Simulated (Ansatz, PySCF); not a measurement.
Complex: SiH4 (SMILES [SiH4]) (first 5 atoms) with CH3Cl (SMILES CCl); geometry from B3LYP-D3(BJ)/def2-TZVP, rigid monomers moved along the line of their centres of mass till Si1···Cl7 is 3.27 Å.
(charge 0, multiplicity 1):
```xyz
10

Si    -0.04433    -0.18276     0.20917
H      1.43163    -0.12885     0.25234
H     -0.49517    -0.20175    -1.20285
H     -0.61763     1.00633     0.87815
H     -0.52962    -1.40792     0.88265
C     -1.01173    -0.21231     3.63964
Cl     0.76290    -0.14644     3.38087
H     -1.19995    -0.20120     4.70882
H     -1.45688     0.65474     3.16141
H     -1.38625    -1.12785     3.19241
```

Monomers are frozen at their geometry in the pair; levels with a basis set take the counterpoise correction. Rows marked so take none.

Rows in 6-31G* carry no dispersion term and start afresh at each structure (6-31G* with six Cartesian d functions). MP2/6-31G* freezes PySCF's default core.

Run with Ansatz (a quantum-chemistry and plane-wave program) with Gaussian orbitals; PySCF for 6-31G* rows, the dispersion terms. Each number belongs to the level named beside it.

Problem. Estimate the interaction energy that B3LYP/6-31G* returns for this input.

Solution. 11 kJ/mol

Problem. What is the computed interaction energy (B3LYP-D4/def2-TZVPPD)?

Solution. -2 kJ/mol

Problem. Estimate the interaction energy that MP2/6-31G* (no counterpoise) returns for this input.

Solution. 4 kJ/mol
